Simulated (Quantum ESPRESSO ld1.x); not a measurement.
Task: All-electron atom: the ruthenium ion Ru16+ in [Ar] 3d10. Method: non-relativistic Kohn-Sham, PBE, spin-unpolarised, spherical densities, point nucleus; relativity is left out, which matters for an element this heavy; computed with ld1.x of Quantum ESPRESSO 7.5. Some entries of the table are withheld. Estimate them.

| orbital | occ. | eigenvalue (eV) | <1/r> (bohr^-1) | <r> (bohr) |
|---|---|---|---|---|
| 1s | 2 | (1) | 43.48 | 0.03463 |
| 2s | 2 | -3395.489 | 9.849 | (2) |
| 2p | 6 | (3) | 9.847 | 0.1290 |
| 3s | 2 | -895.510 | 3.494 | 0.4097 |
| 3p | 6 | (4) | 3.412 | (5) |
| 3d | 10 | -646.492 | 3.259 | 0.3733 |
| 4s | 0 | -382.471 | 1.575 | 0.8858 |
| 4p | 0 | -350.787 | 1.517 | 0.9081 |
| 4d | 0 | -296.644 | 1.403 | 0.9478 |
| 4f | 0 | (6) | 1.178 | 0.9746 |

Result: 
(1) 1s eigenvalue (eV): -21726.381
(2) 2s <r> (bohr): 0.1507
(3) 2p eigenvalue (eV): -3171.873
(4) 3p eigenvalue (eV): -807.545
(5) 3p <r> (bohr): 0.4018
(6) 4f eigenvalue (eV): -240.599
